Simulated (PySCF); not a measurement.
Species: (FAlNH)3 ring, Al3F3H3N3.
Geometry (PBE0-D3(BJ)/def2-SVP, Å), atoms numbered from 1 in this order:
```xyz
12
Al3F3H3N3 angstrom
Al    -0.2620   -1.6453   -0.7069
F     -0.5112   -3.1614   -1.3432
N      1.3748   -0.9743   -0.5162
Al     1.6900    0.6269    0.1931
F      3.2373    1.1988    0.4104
N      0.2722    1.5882    0.6737
Al    -1.4000    1.0005    0.5184
F     -2.6949    1.9224    1.0081
N     -1.6186   -0.6219   -0.1789
H      2.1662   -1.5435   -0.8064
H      0.4263    2.5095    1.0763
H     -2.5646   -0.9826   -0.2774
```

Jobs on this species (12 atoms, 90 electrons) with PySCF (density fitting). Hardware of each: one thread, AMD EPYC (x86_64) (shared host). Times come from a shared host and carry two figures at best. Peak memory is the resident size of the whole Python process, interpreter and libraries included.

**Question.** Rank these jobs by wall time, shortest first.
A. PBE0/pcSseg-1 (pcSseg-2 on Al); shieldings, ring-centre shieldings, charges and field gradients, density and orbital grids written; 246 basis functions
B. delta-SCF UKS SCAN, pcX-2 on the ionised atom, pcseg-1 elsewhere, spin-free X2C; ΔSCF core ionisation, 4 holes; 195 basis functions
C. PBE0-D3(BJ)/def2-SVP, grid level 1; geometry optimisation from a GFN2-xTB start shaken at random; 153 basis functions

**Answer.** B (64 s), A (1.9 min), C (6.4 min).

All jobs:

```csv
level and settings,work,basis functions,SCF cycles,wall time,peak memory
"delta-SCF UKS SCAN, pcX-2 on the ionised atom, pcseg-1 elsewhere, spin-free X2C","ΔSCF core ionisation, 4 holes",195,65,64 s,0.68 GiB
B3LYP/pcSseg-1 (pcSseg-2 on Al),"shieldings, ring-centre shieldings",246,13,84 s,1.2 GiB
PBE0/pcSseg-1 (pcSseg-2 on Al),"shieldings, ring-centre shieldings, charges and field gradients, density and orbital grids written",246,13,1.9 min,1.2 GiB
PBE/pcSseg-1 (pcSseg-2 on Al),"shieldings, ring-centre shieldings",246,14,2.0 min,0.98 GiB
"PBE0-D3(BJ)/def2-SVP, grid level 1",geometry optimisation from a GFN2-xTB start shaken at random,153,95,6.4 min,0.61 GiB
CAM-B3LYP/def2-SVPD,"15 singlets by full TDDFT, 4 Tamm–Dancoff triplets, polarisability, ΔSCF ions, density and orbital grids written",225,13,8.2 min,1.4 GiB
```

**Question.** What do all jobs in the table cost together?

**Answer.** About 21 min; the longest takes about 39 % of that, and about 7.7 times as long as the shortest.
